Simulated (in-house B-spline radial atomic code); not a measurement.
What moves the levels of O5+ ([He] 2s1)? Level of theory: Dirac-Hartree-Fock, average of configuration, Fermi nucleus of rms radius 2.6991 fm; calculated with an all-electron radial atomic-structure program (B-spline basis).

Baseline run (computed): total energy -64.2312 hartree, 1s1/2 at -25.84801 hartree, 2s1/2 at -138.01 eV with <r> = 0.8933 bohr.

Scaling the speed of light c (a factor of 100 is close to the non-relativistic limit):

```
c/c0  ΔE (hartree)  2s1/2 level (eV)  2s1/2 <r> (bohr)
 0.9     -0.012498          -138.035            0.8931
0.98    -0.0021962          -138.011            0.8933
1.02      0.002068          -138.001            0.8934
 1.5      0.029562          -137.937            0.8938
 100      0.053166          -137.883            0.8942
```

Task: The nuclear charge is raised by 0.1. What does the Hellmann-Feynman theorem predict for the energy, and what is found?

Result: dE/dZ ≈ -Σ<1/r>, which is -17.0041 at the start and -17.2302 at the end; their mean times 0.1 is -1.7117 hartree, and the two runs differ by -1.7117 hartree.
